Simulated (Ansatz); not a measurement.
diiodomethane (SMILES ICI) moved off its minimum; all values from Ansatz (a program for electronic structure), cores frozen in correlated methods. Elements past Kr take the def2 small-core potentials, without spin–orbit coupling.
(charge 0, multiplicity 1)
```xyz
5

I     -1.86264     0.17797     0.05214
C      0.12366    -1.14302     0.06218
I      1.84300     0.13620     0.11181
H      0.07497    -1.70587     0.88948
H     -0.01761    -1.72546    -0.85296
```

Forces at wB97M-V/def2-TZVPP (eV/Å):

```tsv
atom	Fx	Fy	Fz
I1	1.756	-1.250	0.097
C2	-1.291	3.224	-3.211
I3	-0.653	-0.660	-0.136
H4	-0.222	-1.758	3.003
H5	0.410	0.442	0.246
```

### Question
Give the forces (eV/Å), the total energy and the dipole at CCSD(T)/def2-TZVPPD.

### Answer

```
atom      Fx      Fy      Fz
----  ------  ------  ------
I1     1.406  -1.064   0.093
C2    -1.225   2.951  -3.224
I3    -0.339  -0.476  -0.132
H4    -0.234  -1.816   3.105
H5     0.392   0.405   0.157
```
Energy -632.8567 hartree, dipole 1.29 D.
